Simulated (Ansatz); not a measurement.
Abridged output of a molecular run in Ansatz:

```
Functional definition: HF
1560 factors; integrals over basis functions are off by at most 9.5e-4 eV
mean field evaluation 1: about -13864.0957 eV, gradient 3.9e1 eV
mean field evaluation 2: about -13864.2906 eV, gradient 3.9e1 eV
mean field evaluation 4: about -13867.9455 eV, gradient 4.0e0 eV
mean field evaluation 8: about -13868.0121 eV, gradient 1.9e-1 eV
mean field -13868.01224652 eV, -509.6400499832 hartree, gradient 6.9e-6 eV, S^2 0.000000; 0 other end points of the search recorded, 0 dependent functions left out
9 core orbitals not correlated: weight in the atoms' cores, before any rotation towards them, 1.000 or more for the frozen orbitals, at most 0.000 for the correlated occupied ones
reference -13868.01224652 eV, -509.6400499832 hartree; 15, 15 occupied and 240, 240 virtual orbitals, 1560 factors
second order -23.39602686 eV of doubles, -0.00000000 eV of singles
cycle   1  -24.00704693 eV  change   -6.1e-1 eV  update   1.1e-1
cycle   2  -24.58763664 eV  change   -5.8e-1 eV  update   3.2e-2
cycle   3  -24.71924800 eV  change   -1.3e-1 eV  update   1.7e-2
cycle   4  -24.70664450 eV  change    1.3e-2 eV  update   4.7e-3
cycle   5  -24.70387400 eV  change    2.8e-3 eV  update   2.0e-3
cycle   6  -24.70467759 eV  change   -8.0e-4 eV  update   7.3e-4
cycle   7  -24.70424230 eV  change    4.4e-4 eV  update   2.3e-4
cycle   8  -24.70416523 eV  change    7.7e-5 eV  update   9.7e-5
cycle   9  -24.70421272 eV  change   -4.7e-5 eV  update   3.9e-5
cycle  10  -24.70421677 eV  change   -4.1e-6 eV  update   1.3e-5
perturbative correction -0.87613623 eV, -0.0321974126 hartree
Total energy: -13893.59259952 eV, -510.5801106171 hartree
```

Its atoms:

Cartesian coordinates in Å:
```
C -1.335 1.123 -0.175
N -1.209 -0.306 -0.019
B -0.054 -1.067 0.111
F -0.220 -2.400 0.245
Si 1.861 -0.386 0.120
H -0.346 1.578 -0.185
H -1.835 1.380 -1.114
H -1.904 1.567 0.647
H -2.088 -0.805 -0.003
H 1.974 1.094 -0.015
H 2.623 -1.000 -1.003
H 2.533 -0.777 1.390
```

Problem. Which basis set was used?
A. def2-TZVPP
B. def2-SVP
C. def2-TZVPPD
D. def2-SVPD

Solution. A. It gives 264 functions.

Problem. Write the keys of the input that set method, charge and spin (a neutral closed shell needs none for the last two).

Solution. 
```yaml
correlation: {method: ccsd_t}
```
